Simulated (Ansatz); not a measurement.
CH8GeSSi (`[SiH3]S[CH2][GeH3]`), relaxed with RKS PBE-D4/def2-SVP in Ansatz 0.2.0 from a rough embedded geometry. The force threshold is 0.03 eV/Å; the program also tests the step.

Charge 0, multiplicity 1.

Start:

```xyz
12

Si    1.068   -1.696   -1.317
S     0.417   -1.116    0.630
C    -0.213    0.455    0.047
Ge   -0.997    1.510    1.459
H     1.737   -3.066   -1.188
H    -0.017   -1.823   -2.252
H     2.098   -0.771   -1.837
H     0.604    1.104   -0.451
H    -1.043    0.280   -0.770
H     0.076    1.699    2.569
H    -1.567    2.795    1.001
H    -2.162    0.630    2.109
```

Problem. By how much does the energy fall, and how many steps does the optimiser take? (Best estimate.)

Solution. Computed: 31.32 kJ/mol, in 6 steps, 1 of them rejected.

Problem. Which bonds change most? (Best estimate.)

Solution. The calculation gave: Ge4–H11 from 1.479 to 1.552 Å; Si1–H6 from 1.438 to 1.507 Å; C3–H9 from 1.177 to 1.109 Å; C3–Ge4 from 1.929 to 1.983 Å.

Problem. Give the relaxed structure. (An estimate is asked.)

Solution. Computed: 
```xyz
12

Si    1.144   -1.795   -1.359
S     0.427   -1.082    0.544
C    -0.259    0.537    0.002
Ge   -1.037    1.490    1.557
H     1.754   -3.144   -1.105
H     0.019   -1.916   -2.354
H     2.177   -0.862   -1.936
H     0.539    1.170   -0.440
H    -1.053    0.390   -0.759
H     0.066    1.726    2.618
H    -1.600    2.852    1.070
H    -2.177    0.636    2.163
```
